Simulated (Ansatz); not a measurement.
Calculated with Ansatz (gas phase, PBE0-D4/def2-TZVP geometries, no zero-point term in ΔE). CCSD(T)/CBS is the MP2 limit (def2-TZVPP, def2-QZVPP) plus CCSD(T) − MP2 in def2-TZVPP, frozen cores. This one scheme is used for every species. Functionals use def2-TZVPP. B3LYP here is the variant with VWN-RPA as its local correlation; programs differ in this. One conformer a species, not always the lowest.

Reaction (substitution at a C–O bond): `COCS` + `[F][Al]([SiH3])[SH]` → `C[S][Al]([F])[SiH3]` + `OCS`

```tsv
level	ΔE (kJ/mol)	difference from CCSD(T)/CBS
PBE-D4	-6.2	2.5
r2SCAN-D4	-2.9	5.8
PBE0-D4	-7.2	1.5
B3LYP-D4	-2.8	5.9
ωB97M-V	-5.4	3.3
r2SCAN	-2.6	6.1
PBE0	-6.2	2.5
B3LYP	-0.9	7.8
HF/def2-TZVPP	2.5	11.2
CCSD/def2-TZVPP	-2.5	6.2
CCSD(T)/def2-TZVPP	-3.1	5.6
HF/def2-QZVPP	1.6	10.3
MP2/def2-QZVPP	-10.8	-2.1
HF/CBS(def2)	1.5	10.2
MP2/CBS(def2)	-12.9	-4.2
CCSD/CBS(def2)	-8.1	0.6
CCSD(T)/CBS	-8.7	0
```

Largest T1 diagnostic among the species: 0.013.

In def2-TZVPP, CCSD(T) changes the Hartree–Fock value by −5.5 kJ/mol (the triples alone add −0.6 kJ/mol) and MP2 by −9.8 kJ/mol.
